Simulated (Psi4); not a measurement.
Approach curve of the dimer CO2 ··· C4H4S (SMILES O=C=O and c1ccsc1). Monomers: optimised at B3LYP-D3(BJ) (def2-TZVP), held rigid. Orientation: lowest of the rigid-body minima from ten starts at GFN2-xTB. Only R, the distance of the centres of mass, is varied, so the lowest point isn't the relaxed dimer.

Method: SAPT0/jun-cc-pVDZ, frozen core (Psi4).

Components in kcal/mol:

```json
[
 {"R / Å": "2.70", "electrostatics": "-15.39", "exchange": "37.95", "induction": "-3.33", "dispersion": "-9.79", "total": "9.43"},
 {"R / Å": "2.83", "electrostatics": "-10.69", "exchange": "25.50", "induction": "-2.34", "dispersion": "-7.80", "total": "4.67"},
 {"R / Å": "3.07", "electrostatics": "-5.61", "exchange": "12.12", "induction": "-1.23", "dispersion": "-5.17", "total": "0.11"},
 {"R / Å": "3.27", "electrostatics": "-3.41", "exchange": "6.48", "induction": "-0.72", "dispersion": "-3.71", "total": "-1.36"},
 {"R / Å": "3.44", "electrostatics": "-2.32", "exchange": "3.79", "induction": "-0.46", "dispersion": "-2.82", "total": "-1.80"},
 {"R / Å": "3.66", "electrostatics": "-1.48", "exchange": "1.89", "induction": "-0.27", "dispersion": "-1.99", "total": "-1.85"},
 {"R / Å": "3.99", "electrostatics": "-0.85", "exchange": "0.66", "induction": "-0.12", "dispersion": "-1.22", "total": "-1.52"},
 {"R / Å": "4.25", "electrostatics": "-0.59", "exchange": "0.29", "induction": "-0.07", "dispersion": "-0.84", "total": "-1.21"},
 {"R / Å": "4.75", "electrostatics": "-0.33", "exchange": "0.06", "induction": "-0.03", "dispersion": "-0.43", "total": "-0.74"},
 {"R / Å": "5.48", "electrostatics": "-0.17", "exchange": "0.00", "induction": "-0.01", "dispersion": "-0.18", "total": "-0.35"},
 {"R / Å": "6.51", "electrostatics": "-0.07", "exchange": "0.00", "induction": "0.00", "dispersion": "-0.07", "total": "-0.14"},
 {"R / Å": "7.77", "electrostatics": "-0.03", "exchange": "0.00", "induction": "0.00", "dispersion": "-0.02", "total": "-0.05"}
]
```
